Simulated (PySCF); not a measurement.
```xyz
4
charge -1 multiplicity 1, angstrom
Bi    0.0000    0.0000    0.0000
S     0.0010    0.0000    2.3755
S     2.0568    0.0000   -1.1886
S    -2.0577    0.0000   -1.1869
```

These are results of PBE0 in PySCF with Bi def2-SVPD with ECP60, S def2-SVPD; scalar-relativistic core potentials, no spin–orbit coupling; density-fitted integrals, not measurements.

This geometry of BiS₃⁻ is a stationary point at this level.

Task: What is the point group?

Result: D3h.

Task: Is it a minimum?

Result: Yes: all harmonic wavenumbers are real.

Task: List the harmonic modes with their infrared intensities.

Result: 
```tsv
symmetry	ω (cm⁻¹)	IR (km/mol, summed over degenerate members)
a2''	93	13.4
e'	116	18.6
a1'	369	0.0
e'	392	176
```

Task: Give the atomic charges and bond orders.

Result: 
| atom | Mulliken | Löwdin | polar tensor | Mayer order to Bi1 |
| --- | --- | --- | --- | --- |
| Bi1 | 1.69 | 0.43 | 1.22 | – |
| S2,3,4 | -0.90 | -0.48 | -0.74 | 1.17 |

Task: Give the ideal-gas entropy at 298.15 K and 1 bar by parts.

Result: translation 180.2, rotation 106.4, vibration 54.4, spin 0.0; total 341.0 J/(mol K).

In D3h the vibrations span a2'' + 2e' + a1'. The a1' mode carries no infrared intensity, as symmetry demands.

This need not be the most stable arrangement of these atoms. The lowest empty level of this anion is unbound, so it and the gap depend on the basis. With an element this heavy the missing spin–orbit coupling can shift these numbers.
